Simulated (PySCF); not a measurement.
2-methylpenta-1,4-diene (C₆H₁₀), SMILES C=CCC(C)=C. Atoms are numbered in the order given.

```xyz
16

C      2.5085     0.4204     0.3632
C      1.4916    -0.2662    -0.1576
C      0.2689     0.3501    -0.7732
C     -1.0101     0.0436    -0.0274
C     -1.7414     1.0195     0.5210
C     -1.4105    -1.3989     0.0561
H      2.5130     1.5154     0.3707
H      3.3745    -0.0835     0.8005
H      1.5335    -1.3625    -0.1413
H      0.4021     1.4400    -0.8459
H      0.1656    -0.0318    -1.8074
H     -1.4345     2.0671     0.4556
H     -2.6715     0.8032     1.0543
H     -2.3810    -1.5218     0.5561
H     -0.6651    -1.9888     0.6147
H     -1.4792    -1.8482    -0.9493
```

Coordinates come from a PBE0-D3(BJ)/def2-SVP optimisation. Other conformers were not sampled.

The numbers are results of PBE/pcSseg-1 (PySCF), not measurements.

GIAO shieldings, no solvent; atoms listed in one row are averaged. δ = σ(ref) − σ: ¹³C against TMS (σ = 182.0 ppm); ¹H against TMS (σ = 31.49 ppm), references at their B3LYP-D3(BJ)/def2-TZVP geometries, non-relativistic.

Question: Estimate the chemical shifts. (Estimate from the structure and the level; the computed values follow.)

Answer: 
```
nucleus          atoms  count  δ (ppm)
-------  -------------  -----  -------
¹³C                 C4      1    154.3
¹³C                 C2      1    145.7
¹³C                 C1      1    122.9
¹³C                 C5      1    118.1
¹³C                 C3      1     53.6
¹³C                 C6      1     26.3
¹H                  H9      1     6.57
¹H                  H7      1     5.57
¹H                  H8      1     5.48
¹H                 H12      1     5.29
¹H                 H13      1     5.21
¹H                 H11      1     3.23
¹H                 H10      1     2.96
¹H       H14, H15, H16      3     2.13
```
